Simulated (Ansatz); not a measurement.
Correlation energies of CH6ClFGeOSi, SMILES `CO[Si](F)(Cl)[GeH3]` by basis set

```xyz
12

C    -1.602   -0.321   -1.234
O    -0.479    0.540   -1.261
Si    0.343    1.054    0.037
F    -0.651    1.815    1.025
Cl    1.694    2.412   -0.651
Ge    1.422   -0.676    1.253
H    -2.459    0.170   -0.765
H    -1.385   -1.249   -0.695
H    -1.856   -0.568   -2.265
H     2.097   -0.095    2.502
H     2.479   -1.345    0.365
H     0.398   -1.737    1.689
```

Total charge 0; spin multiplicity 1. Correlated methods include outer-core shells of Ge, which these sets cover unevenly. Scalar relativity is left out up to krypton. Geometry: relaxed with PBE0-D4/def2-TZVP. It is one conformer, not always the lowest. Frozen core, restricted reference, Ansatz.

```json
{"basis": "def2-SVP", "HF (Eh)": "-3038.94265", "MP2 corr.": "?", "CCSD corr.": "?", "(T)": "?", "CCSD(T) total": "?"}
{"basis": "def2-TZVPP", "HF (Eh)": "-3039.74873", "MP2 corr.": "-1.22321", "CCSD corr.": "–", "(T)": "–", "CCSD(T) total": "–"}
{"basis": "def2-QZVPP", "HF (Eh)": "-3039.82357", "MP2 corr.": "?", "CCSD corr.": "–", "(T)": "–", "CCSD(T) total": "–"}
```

(1) Fill in the withheld values. (Best estimate.)

Answers

(1) Computed: def2-SVP MP2 corr.: -0.96570; def2-SVP CCSD corr.: -1.01366; def2-SVP (T): -0.02394; def2-SVP CCSD(T) total: -3039.98025; def2-QZVPP MP2 corr.: -1.57168.
